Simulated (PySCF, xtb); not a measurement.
IrO2, SMILES [O]=[Ir]=[O] (connectivity only; charge and spin as stated), neutral, multiplicity 4.

Harmonic wavenumbers (cm⁻¹) from GFN2-xTB (xtb) at its own minimum, in rising order: 189, 719, 720.

Question: What does B3LYP-D3(BJ)/def2-TZVP in PySCF give at its own minimum? (The exact figures need the calculation; the answer reports its results.)

Answer: 255, 865, 939. Paired by order, the mean absolute difference is 144 cm⁻¹ and the zero-point energies are 2.3 and 2.9 kcal/mol.
